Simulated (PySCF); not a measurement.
Mg(Br)(NH2) (BrH2MgN), SMILES [NH2][Mg][Br].

Coordinates come from a PBE0-D3(BJ)/def2-TZVP optimisation. The values are those of a single conformer.

All values below come from PySCF with PBE0-D3(BJ)/def2-TZVP.

Frequencies are harmonic and unscaled.

Computed vibrational spectrum:
| mode | ν (cm⁻¹) | IR (km/mol) | Raman (Å⁴/amu) | depolarisation | moving atoms (share of kinetic energy) |
|---|---|---|---|---|---|
| 1 | 112 | 29.5 | 0.0 | – | Mg 62 %, N 18 %, H 16 % |
| 2 | 122 | 43.1 | 0.1 | 0.75 | Mg 66 %, N 25 % |
| 3 | 282 | 120.5 | 22.1 | 0.75 | H 84 %, N 16 % |
| 4 | 313 | 11.5 | 10.7 | 0.14 | N 33 %, Br 33 %, Mg 29 % |
| 5 | 540 | 80.7 | 1.5 | 0.75 | H 81 %, N 15 % |
| 6 | 749 | 132.7 | 5.1 | 0.12 | Mg 51 %, N 42 % |
| 7 | 1556 | 19.4 | 4.4 | 0.01 | H 92 %, N 8 % |
| 8 | 3589 | 6.1 | 174.1 | 0.08 | H 96 % |
| 9 | 3671 | 13.0 | 90.0 | 0.75 | H 92 %, N 8 % |
